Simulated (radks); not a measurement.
Sn IV, 47 electrons, occupied as [Kr] 4d10 5d1 (not the ground configuration). All-electron calculation, scalar-relativistic Kohn-Sham, PBE, spin-polarised, spherical densities, point nucleus; open shells are filled with parallel spins first (spin-orbit coupling, left out, can overturn this in heavy ions). Program: a radial shooting solver on a logarithmic mesh with Libxc functionals. Some entries of the table are withheld. Estimate them.

| orbital | occ. | eigenvalue (hartree) | <r> (bohr) | <r^2> (bohr^2) |
|---|---|---|---|---|
| 1s up | 1 | -1067.512 | 0.02905 | 0.001143 |
| 1s down | 1 | -1067.512 | 0.02905 | 0.001143 |
| 2s up | 1 | -162.2050 | 0.1255 | 0.01857 |
| 2s down | 1 | -162.2042 | 0.1255 | 0.01857 |
| 2p up | 3 | -145.7367 | 0.1096 | 0.01466 |
| 2p down | 3 | -145.7361 | 0.1096 | 0.01466 |
| 3s up | 1 | -32.30022 | 0.3393 | 0.1316 |
| 3s down | 1 | -32.29983 | 0.3393 | 0.1316 |
| 3p up | 3 | -26.91873 | 0.3377 | 0.1323 |
| 3p down | 3 | -26.91828 | 0.3377 | 0.1323 |
| 3d up | 5 | -18.63527 | 0.3146 | (1) |
| 3d down | 5 | -18.63457 | 0.3146 | (2) |
| 4s up | 1 | (3) | 0.8181 | 0.7570 |
| 4s down | 1 | (4) | 0.8181 | 0.7569 |
| 4p up | 3 | -4.52840 | 0.8840 | 0.8920 |
| 4p down | 3 | -4.52628 | 0.8838 | 0.8916 |
| 4d up | 5 | -2.16707 | 1.074 | 1.358 |
| 4d down | 5 | -2.16368 | 1.072 | 1.352 |
| 5d up | 1 | -0.65264 | 3.396 | 12.93 |

Answer. 
(1) 3d up <r^2> (bohr^2): 0.1175
(2) 3d down <r^2> (bohr^2): 0.1175
(3) 4s up eigenvalue (hartree): -6.15523
(4) 4s down eigenvalue (hartree): -6.15320
